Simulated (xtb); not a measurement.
Mg(I)(SH) (HIMgS), SMILES [I][Mg][SH]. All values are semi-empirical tight-binding results from xtb (GFN2-xTB unless named), good for trends rather than for accurate numbers. The structure is a stationary point at GFN2-xTB. Other conformers were not sampled.

Optimised geometry:

Bonded distances (Å): Mg1–I2 2.601, Mg1–S3 2.302, S3–H4 1.325. Angles (°): I2–Mg1–S3 146.6, Mg1–S3–H4 98.3.

For metal compounds this method's bond lengths and energies can be far off.

Computed properties:
```
Property                                       Result
-------------------------------------  --------------
point group as xtb finds it                        Cs
orbital gap                                   2.31 eV
zero-point energy                        5.3 kcal/mol
G − E(el) at 298.15 K (modified RRHO)  -14.4 kcal/mol
```

### Question
Give the atomic charges and the Wiberg bond orders between heavy atoms. (Estimate from the structure and the level; the computed values follow.)

### Answer
charges (e) Mg1 0.48, I2 -0.21, S3 -0.43, H4 0.16. Bond orders Mg1–I2 1.08, Mg1–S3 0.89.
